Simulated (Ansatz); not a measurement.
C2H3GaNO (`[CH3][Ga][N]=C=O`) radical, 8 atoms. Charge 0, multiplicity 2. Correlated methods include outer-core shells of Ga, which these sets cover unevenly. Scalar relativity is left out up to krypton. All runs use 4 threads of an Arm Neoverse V1 on a shared host. Correlated methods freeze the cores. Open-shell runs search over several starts.

Problem. Give the basis size and wall time and peak host memory of each of these runs in Ansatz. UKS r2SCAN-D4/def2-TZVPP energy and forces; direct RPA on PBE orbitals/def2-TZVPP energy; UKS ωB97M-V/def2-QZVPP energy; UKS PBE0-D4/def2-SVP energy; UKS ωB97M-V/def2-SVP energy; UKS PBE0-D4/def2-TZVP relaxation (15 steps); UKS PBE0-D4/def2-TZVP frequencies; UKS PBE0-D4/def2-QZVPP energy; UHF-MP2/def2-QZVPP energy; UHF-CCSD(T)/def2-TZVPP energy; UKS r2SCANh-D4/def2-TZVPP energy; UHF-CCSD(T)/def2-SVP energy. (Estimate.)

Solution. Computed: Other jobs shared the machine, so times are rough.

| level | job | functions | wall time | peak host memory (GiB) |
| --- | --- | --- | --- | --- |
| UKS PBE0-D4/def2-SVP | energy | 103 | 1.9 s | 0.3 |
| UKS r2SCAN-D4/def2-TZVPP | energy and forces | 214 | 7 s | 0.35 |
| UKS r2SCANh-D4/def2-TZVPP | energy | 214 | 7.5 s | 0.75 |
| direct RPA on PBE orbitals/def2-TZVPP | energy | 214 | 8 s | 0.62 |
| UKS ωB97M-V/def2-SVP | energy | 103 | 8 s | 0.51 |
| UKS PBE0-D4/def2-QZVPP | energy | 407 | 16 s | 1.7 |
| UHF-CCSD(T)/def2-SVP | energy | 103 | 20 s | 0.98 |
| UHF-MP2/def2-QZVPP | energy | 407 | 27 s | 2.1 |
| UKS ωB97M-V/def2-QZVPP | energy | 407 | 31 s | 2.2 |
| UKS PBE0-D4/def2-TZVP | relaxation (15 steps) | 190 | 67 s | 0.61 |
| UKS PBE0-D4/def2-TZVP | frequencies | 190 | 2.3 min | 0.59 |
| UHF-CCSD(T)/def2-TZVPP | energy | 214 | 8 min | 9 |
